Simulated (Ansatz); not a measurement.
A nudged elastic band was laid between two geometries of CH₅NSi₂ (9 atoms, charge 0, multiplicity 1).

Method: Ansatz, RKS revPBE/def2-SVP.

```
movable images  : 5
climbing image  : yes
spring          : 5.0 eV/Å²
optimiser       : quadratic models (default)
start path      : IDPP
force threshold : 0.05 eV/Å
iteration limit : 60
end points      : relaxed
```

Initial state:

```xyz
9
Properties=species:S:1:pos:R:3
Si 0.193 2.739 -0.746
C -0.059 1.022 -0.759
N -0.424 -0.232 -0.637
Si -0.167 -1.143 0.919
H 1.632 2.484 -1.242
H -0.851 -0.716 -1.448
H 1.298 -1.154 1.233
H -0.677 -2.537 0.677
H -0.946 -0.463 2.003
```

Final state:

```xyz
9
Properties=species:S:1:pos:R:3
Si 1.534 1.882 -1.484
C 0.231 0.940 -0.829
N -0.710 0.339 -0.140
Si -0.307 -0.914 1.118
H 1.617 0.876 -2.650
H -1.703 0.572 -0.330
H 0.523 -0.268 2.185
H 0.438 -2.034 0.460
H -1.623 -1.392 1.671
```

Task: What changes between the two ends?

Result: No bond is made or broken. The dihedral C2–N3–Si4–H7 goes from -59 to 61°. The two ends are copies of one structure, up to a mirror image or an exchange of like atoms.

Task: Give the energies along the band, and the barrier.

Result: The forces met the threshold. The highest image is number 3 of 0 to 6, 0.7 kcal/mol above the ends, which have the same energy within 2 meV. A vibrational analysis at the climbing image gives one clearly imaginary mode, 75i cm⁻¹: a first-order saddle point.

```
image  path coordinate (Å)  energy (kcal/mol)  dihedral C2–N3–Si4–H7 (°)
    0                 0.00                0.0                        -59
    1                 0.67                0.2                        -41
    2                 1.34                0.5                        -21
    3                 2.01                0.7                          1
    4                 2.67                0.6                         22
    5                 3.34                0.2                         42
    6                 4.01                0.0                         61
```

Task: What is the geometry of the highest image?

Result: 
```xyz
9
Properties=species:S:1:pos:R:3
Si 0.996 2.465 -1.156
C 0.118 1.014 -0.789
N -0.642 0.035 -0.355
Si -0.262 -1.046 1.063
H 1.847 1.648 -2.150
H -1.528 -0.146 -0.863
H 1.045 -0.576 1.612
H -0.197 -2.466 0.572
H -1.377 -0.927 2.065
```

The band took 5 iterations and about 30 core-seconds.

Time of the run: 30 s on 1 thread of AMD EPYC 9R45 96-Core Processor (Zen 5), on a shared host, peak memory 0.14 GiB.
